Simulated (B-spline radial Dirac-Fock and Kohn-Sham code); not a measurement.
Dipole and non-dipole photoemission parameters of As⁵⁺ 3d5/2

System: arsenic as As⁵⁺, [Ar] 3d10; threshold 119.8 eV (orbital energy of the model). Calculated with a radial B-spline solver, using Dirac-Hartree-Slater photoionisation with a Latter tail; cross sections with all multipoles, angular parameters from the dipole term and its interference with E2.

The run's input, task.json:

```json
{"items": [{
  "Z": 33,
  "q": 5,
  "cfg": [[1, 0, 2], [2, 0, 2], [2, 1, 6], [3, 0, 2], [3, 1, 6], [3, 2, 10]],
  "A": 75,
  "rrms": 4.0968,
  "do": "xps",
  "hv": [65.9, 79.5, 80, 85.9, 90.4, 100, 165.0, 202.0, 346.0, 366.0, 421.0, 661.0, 718.0, 739.0, 774.0, 995.0, 1000, 1486.9, 2160.0, 2460.0, 2490.0, 2700.0, 3330.0, 4780.0, 5414.7, 6000, 8047.8, 9251.7, 11800.0, 13500.0]
}]}
```

Command: `python xray2_run.py task.json out`

For linearly polarised light dσ/dΩ = σ/(4π) [1 + β P₂(cos θ) + (δ + γ cos²θ) sin θ cos φ], with θ from the polarisation vector and φ the angle between the beam and the projection of the electron momentum on the plane normal to the polarisation.

```
hν (eV)   σ (kb)      β       γ      δ
    165     3800  0.565  -0.008  0.015
    202     2960  0.769   0.002  0.019
    346     1030  1.105   0.061  0.029
    366      903  1.127   0.070  0.030
    421      646  1.168   0.098  0.033
    661      192  1.214   0.214  0.045
    718      151  1.211   0.241  0.047
    739      138  1.209   0.250  0.048
    774      121  1.205   0.267  0.050
    995     56.1  1.169   0.363  0.061
   1000     55.3  1.168   0.365  0.061
 1486.9     15.0  1.065   0.537  0.086
   2160     4.07  0.932   0.697  0.122
   2460     2.54  0.883   0.751  0.138
   2490        ?      ?       ?      ?
   2700     1.81  0.847   0.788  0.151
   3330    0.824  0.768   0.869  0.184
   4780    0.203  0.639   0.998  0.255
 5414.7    0.124  0.597   1.039  0.285
   6000   0.0818  0.564   1.071  0.311
 8047.8   0.0245  0.474   1.153  0.398
 9251.7   0.0136  0.434   1.185  0.446
  11800  0.00483  0.366   1.222  0.540
  13500  0.00270  0.331   1.229  0.598
```

Task: Give the values at 2490 eV.

Result: σ = 2.43 kb, β = 0.878, γ = 0.756, δ = 0.140.
